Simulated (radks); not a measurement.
Question: Radial electron density D(r) = 4 pi r^2 rho(r) of an atom or ion with 25 electrons. Method: scalar-relativistic Kohn-Sham, SOGGA, spin-polarised, spherical densities, point nucleus; computed with a radial shooting solver on a logarithmic mesh with Libxc functionals.

r (bohr)  D(r) (e/bohr)  spin D(r)
0.005913          3.706  -0.000422
0.008013          6.066  -0.000689
0.01095           9.678   -0.00110
0.01496           14.64   -0.00166
0.02027           20.46   -0.00233
0.02769           26.24   -0.00304
0.03753           29.71   -0.00369
0.05127           29.19   -0.00435
0.06948           25.51   -0.00479
0.09492           23.16  -0.000490
0.1286            26.62     0.0315
0.1758            32.53      0.168
0.2382            30.62      0.554
0.3254            19.36       1.40
0.441             11.86       2.65
0.6025            13.70       3.89
0.8231            14.47       4.18
1.116             9.191       3.29
1.524             3.549       1.86
2.065            0.9822      0.742
2.822            0.1969      0.184
3.824           0.04934     0.0491
5.224           0.08285     0.0828
7.08             0.1754      0.175
9.673            0.2401      0.240
13.11            0.1428      0.143
17.91           0.02559     0.0256
24.27          0.001800    0.00180

What is the nuclear charge?

Answer: Z = 25. The innermost maximum, from 1s, lies near gamma/Z bohr with gamma = sqrt(1 - (Z/c)^2) = 0.983, here 0.0393 bohr (found: 0.0423), and its height grows with Z. The density is that of neutral manganese in [Ar] 3d5 4f2; the configuration itself is not fixed sharply by these data, and Z only to about a unit. D(r) has 4 maxima, at r = 0.0423, 0.195, 0.736, 9.67 bohr, and minima at 0.0934, 0.470, 4.04 bohr, inside which lie 2.12, 10.63, 23.02 electrons.
